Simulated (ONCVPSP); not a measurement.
**Before and after: ONCV potential for Te (Z = 52)**

ONCVPSP 4.0.1 input, shortened (lines: element, Z, core and valence counts, functional; n l f; lmax; l rc ep ncon nbas qcut; lloc lpopt rc5 dvloc0; l nproj debl; icmod fcfact rcfact), LDA (Perdew-Zunger), scalar-relativistic:

```
  Te 52.00    6    5        3      upf
    1    0    2.00
    2    0    2.00
    2    1    6.00
    3    0    2.00
    3    1    6.00
    3    2   10.00
    4    0    2.00
    4    1    6.00
    4    2   10.00
    5    0    2.00
    5    1    4.00
    2
    0    1.20    0.00    3    6    7.80
    1    1.30    0.00    5   10   12.80
    2    1.50    0.00    4    7   10.60
    4    5    0.95    6.00
    0    2    0.50
    1    2    0.50
    2    2    0.80
    3    2.75    1.05
```

In the d channel the program set the typed energies aside and used -1.532, 0.250 Ha.

Change: p: ncon 4, nbas 9.

Cutoffs: the cutoffs (Ha) at which the residual kinetic energy of the hardest occupied pseudo-wave falls to 1 and 0.1 mHa per electron; they do not see the model core or the augmentation charge, which bear on the density cutoff. Errors are all-electron minus pseudo energies relative to the spin-unpolarised reference configuration.

Task: How do hardness, ghosts and transferability respond?

Result: The potential gets softer (53 Ha and 69 Ha → 43 Ha and 69 Ha); of the 4 tests that both files solve, the error grows in 1 and shrinks in 0 by more than 15 % and 0.3 meV (median size 8.7 → 9.3 meV); neither file shows a bound ghost.

| quantity | base | changed |
| --- | --- | --- |
| cutoff, loose | 53 Ha | 43 Ha |
| cutoff, tight | 69 Ha | 69 Ha |
| loose cutoff by channel | s 29 Ha, p 53 Ha, d 42 Ha | s 29 Ha, p 43 Ha, d 42 Ha |
| bound ghosts | none | none |
| GHOST(+) flags under 300 eV | none | none |
| error for 4s2 4p6 4d10 5s2 5p3, meV [ΔE 9.92 eV] | -1.8 | -2.0 |
| error for 4s2 4p6 4d10 5s2 5p2, meV [ΔE 28.09 eV] | -5.7 | -6.0 |
| error for 4s2 4p6 4d10 5s2 5p1, meV [ΔE 55.32 eV] | -12 | -13 |
| error for 4s2 4p5 4d10 5s2 5p4, meV [ΔE 122.71 eV] | -109 | -135 |
| s: phases at 1.22 bohr within 0.05 rad from the reference energy up to (Ha; the scan ends near 5) | to the end of the scan | to the end of the scan |
| p: phases at 1.32 bohr within 0.05 rad from the reference energy up to (Ha; the scan ends near 5) | to the end of the scan | to the end of the scan |
| d: phases at 1.52 bohr within 0.05 rad from the reference energy up to (Ha; the scan ends near 5) | to the end of the scan | to the end of the scan |
| rms error of d²Exc/dni dnj with the model core, mHa | 1.88 | 1.88 |
